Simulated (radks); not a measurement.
Results of a calculation; reference values are marked as such.
Effect of the nuclear size on the cerium ion Ce2+, [Xe] 4f2. Level of theory: Dirac Kohn-Sham, exchange-only LDA, spin-unpolarised, spherical densities, finite nucleus; open shells fill j = l - 1/2 first; Fermi nuclear charge, rms radius 4.8771 fm (a radial shooting solver on a logarithmic mesh with Libxc functionals). The rms radius is varied about that value; shifts are against it.

| rms radius (fm) | total energy shift (eV) | density at nucleus (e/bohr^3) | 1s1/2 shift (meV) | 2s1/2 shift (meV) | 4p1/2 shift (meV) | 5s1/2 shift (meV) | 5p1/2 shift (meV) | 6s1/2 (empty) shift (meV) | 4f5/2 shift (meV) |
|---|---|---|---|---|---|---|---|---|---|
| 4.1992 | -2.70 | 3.934e+05 | -1120 | -137 | 0.291 | -1.06 | 0.059 | -0.177 | 0.146 |
| 4.5211 | -1.46 | 3.874e+05 | -606 | -74.1 | 0.157 | -0.574 | 0.032 | -0.096 | 0.079 |
| 4.8771 | 0 | 3.813e+05 | 0.000 | 0.000 | 0.000 | 0.000 | 0.000 | 0.000 | 0.000 |
| 5.2917 | 1.81 | 3.749e+05 | 752 | 91.9 | -0.195 | 0.712 | -0.040 | 0.118 | -0.098 |
| 5.5062 | 2.79 | 3.719e+05 | 1160 | 142 | -0.300 | 1.10 | -0.061 | 0.183 | -0.151 |

Slopes of the eigenvalues against <r^2> in GHz/fm^2, as finite differences over the two radii next to the reference (eigenvalue slopes, not the field-shift constants of lines): 1s1/2 43400, 2s1/2 5310, 4p1/2 -11.3, 5s1/2 41.1, 5p1/2 -2.30, 6s1/2 (empty) 6.84, 4f5/2 -5.64.
